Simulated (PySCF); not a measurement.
## Shifts of the heteroatoms

Bonds (- single, = double, # triple, : aromatic): C1-O2, O2-C3, C3=O4, C3-Si5, Si5-C6, C6-C7, C7=C8, C8-Cl9. C1 carries H10, H11, H12; Si5 carries H13, H14; C6 carries H15, H16; C7 carries H17; C8 carries H18. Stereochemistry as in COC(=O)[SiH2]C/C=C\Cl.

- shieldings: GIAO PBE0/pcSseg-1
- GFN2-xTB structure
- code: PySCF
- one computed conformer, one averaged value for each set of equivalent atoms, non-relativistic Hamiltonian, no solvent

**Question.** What are the 29Si shifts?

**Answer.** 
```csv
atoms,environment,σ (ppm),δ (ppm)
Si5,"silicon bonded to 2 C, 2 H",407.7,-55.1
```

Shieldings were converted by a linear fit to measured shifts: 29Si (scatter 8.9 ppm rms, 25.8 ppm with the 6 outliers that the fit left out vs TMS, solution or neat liquid). Occasional misses reach two or three times the rms, and more in compound classes unlike the fitted ones.

On a 400 MHz spectrometer 29Si resonates near 79.5 MHz, so 1 ppm is 79.5 Hz.

**Question.** Where does 17O resonate?

**Answer.** 
| atoms | environment | σ (ppm) | δ (ppm) |
| --- | --- | --- | --- |
| O4 | ester carbonyl oxygen | -177.3 | 428.2 |
| O2 | ester alkoxy oxygen | 114.6 | 162.3 |

Shieldings were converted by a linear fit to measured shifts: 17O: δ = 266.70 − 0.911σ (rms 10.7 ppm, 155 shifts, 12.2 ppm with the 3 outliers that the fit left out vs liquid water, solution or neat liquid). A few per cent of atoms miss by over 2 rms, more outside the fitted compound classes.

On a 400 MHz spectrometer 17O resonates near 54.2 MHz, so 1 ppm is 54.2 Hz.
